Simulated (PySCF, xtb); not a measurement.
iodoethene (C2H3I), SMILES C(=C)I.

xtb with GFN2-xTB at its own geometry gives an orbital gap of 4.42 eV and a dipole moment of 3.18 D.

Geometry optimised at B3LYP-D3(BJ)/def2-TZVP. The def2 effective core potentials stand for the cores of I; spin–orbit coupling is left out.

**Question.** What does CAM-B3LYP/def2-TZVPD run with PySCF give? (An estimate is asked for; the answer gives what the named calculation found.)

**Answer.** gap 8.44 eV (levels -8.35 and 0.09 eV), dipole 1.34 D.
